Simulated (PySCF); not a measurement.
Be(Et) (C2H5Be), SMILES [Be+][CH2]C, charge +1. Atoms are numbered in the order given.

```xyz
8

Be    -0.6327     1.6935     0.0000
C      0.4377     0.3834     0.0000
C     -0.2019    -1.0115     0.0000
H      1.0633     0.5596    -0.8838
H      1.0633     0.5596     0.8838
H     -0.8090    -1.1892     0.8857
H     -0.8090    -1.1892    -0.8857
H      0.6074    -1.7465     0.0000
```
Charge +1, spin multiplicity 1.

The structure is a stationary point at B3LYP-D3(BJ)/def2-TZVP. The multiplicity is an assumed one; other spin states were not compared. The isomer is the one that the SMILES or the coordinates give; other isomers of the formula were not compared.

These are B3LYP/pcJ-1 (PySCF) values and carry that method's errors.

Isotropic couplings with Fermi-contact, spin-dipole and both spin-orbit terms, one fixed conformer, no vibrational averaging. Isotopes: 13C, 1H.

Computed spin–spin coupling constants:
| pair | bonds apart | J (Hz) |
|---|---|---|
| C2–C3 | 1 | 31.2 |
| C2–H4 | 1 | 142.2 |
| C2–H5 | 1 | 142.2 |
| C3–H6 | 1 | 141.4 |
| C3–H7 | 1 | 141.4 |
| C3–H8 | 1 | 146.0 |
| C2–H6 | 2 | -4.2 |
| C2–H7 | 2 | -4.2 |
| C2–H8 | 2 | -3.7 |
| C3–H4 | 2 | -3.0 |
| C3–H5 | 2 | -3.0 |
| H4–H5 | 2 | -14.0 |
| H6–H7 | 2 | -13.3 |
| H6–H8 | 2 | -17.9 |
| H7–H8 | 2 | -17.9 |
| H4–H6 | 3 | 14.9 |
| H4–H7 | 3 | 3.8 |
| H4–H8 | 3 | 0.8 |
| H5–H6 | 3 | 3.8 |
| H5–H7 | 3 | 14.9 |
| H5–H8 | 3 | 0.8 |
